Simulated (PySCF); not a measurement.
Se(Et)(OMe) (C3H8OSe), SMILES C(C)[Se]OC.

Geometry optimised at TPSSh-D3(BJ)/def2-SVP. One conformer was computed; it need not be the lowest.

Vertical ionisation energy (IE) and electron affinity (EA) in eV. Rows of orbital energies are one-electron estimates. Where ΔSCF, EOM or ADC give a negative EA the extra electron is unbound and the value depends on the basis.

```tsv
level	IE	EA
−ε(HOMO), −ε(LUMO), ωB97X/def2-TZVP (PySCF)	…	…
−ε(HOMO), −ε(LUMO), PBE/def2-TZVP (PySCF)	5.03	1.83
```

What belongs in the gaps? (Estimate from the structure and the level; the computed values follow.)


- −ε(HOMO), −ε(LUMO), ωB97X/def2-TZVP (PySCF), IE: 8.58
- −ε(HOMO), −ε(LUMO), ωB97X/def2-TZVP (PySCF), EA: -1.36
